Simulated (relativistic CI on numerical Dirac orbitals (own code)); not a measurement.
**Hyperfine structure of Rb XVI, mass number 85**

Calculated at this level of theory: Dirac-Coulomb-Breit CI, orbitals from a KLI potential per configuration, model QED (radiative potential, 1s self-energy scaled to tabulated hydrogen-like ionisation energies), unscaled Slater integrals (own radial code, finite nucleus).

CI space (outside the closed core [Ne]): 3s2.3p6.3d4, 3s2.3p5.3d5, 3s.3p6.3d5, 3s2.3p6.3d3.4s, 3s2.3p6.3d3.4p, 3s2.3p6.3d3.4d, 3s2.3p6.3d3.4f, 3s2.3p5.3d4.4s, 3s2.3p6.3d2.4s.4p, 3s2.3p6.3d3.5s, 3s2.3p6.3d3.5p, 3p6.3d6, 3p5.3d7, 3s2.3p6.3d2.4s2, 3s2.3p6.3d.4s2.4p, 3s2.3p6.3d.4s2.4d, 3s2.3p6.3d.4s2.4f, 3s2.3p6.3d2.4p2, 3s2.3p6.3d.4s.4p2, 3s2.3p6.3d.4p3, 3s2.3p6.3d.4p2.4d, 3s2.3p6.3d.4p2.4f. Double excitations out of closed p, d and f shells are left out; levels of such configurations are missing from the list, as are those of other unlisted configurations, and high levels can miss mixing partners. These lack a partner that the ground configuration has and come out too high: 3s2.3p5.3d4.4s.

Nuclear spin I = 5/2, μ = 1.35306 μN, Q = 0.276 b (tables of Stone and Pyykkö). The electronic factors are computed for point nuclear moments, without core polarisation or the Bohr-Weisskopf and QED corrections.

```tsv
Level	E (eV)	A (MHz)	B (MHz)
3s2.3p6.3d4 5D_1	0.3598	321.6	524
3s2.3p6.3d4 5D_2	0.8816	660.7	337
3s2.3p6.3d4 5D_3	1.4682	1004	-366
3s2.3p6.3d4 5D_4	2.0762	1322	-1530
3s2.3p6.3d4 3H_4	7.6531	2324	771
3s2.3p6.3d4 3H_5	8.4613	2031	966
3s2.3p6.3d4 3P_1	8.6172	1139	-84.5
3s2.3p6.3d4 3F_3	8.9120	2298	80.5
```

Levels with J = 0, under 50 % of one LS term, or S terms without an open s electron are left out. Small factors come from cancelling terms and can be off by tens of per cent or more.

At this charge energies of transitions that change n are usually good to better than 1 %, and those within a shell (Δn = 0) to a few per cent. Terms inside the open d or f shell come out 10 to 20 % too wide with unscaled integrals.

(1) Give the hyperfine levels of 3s2.3p6.3d4 5D_3 relative to its centre of gravity.

Answers

(1) With K = F(F + 1) − I(I + 1) − J(J + 1), E = AK/2 + B[¾K(K + 1) − I(I + 1)J(J + 1)]/[2I(2I − 1)J(2J − 1)]: F = 1/2: -10260, F = 3/2: -8659, F = 5/2: -6020, F = 7/2: -2402, F = 9/2: 2119, F = 11/2: 7442 MHz.

LS names give the leading component of a level, which can be under half, so a name can repeat, a term be missing and a line seem to break the LS rules.
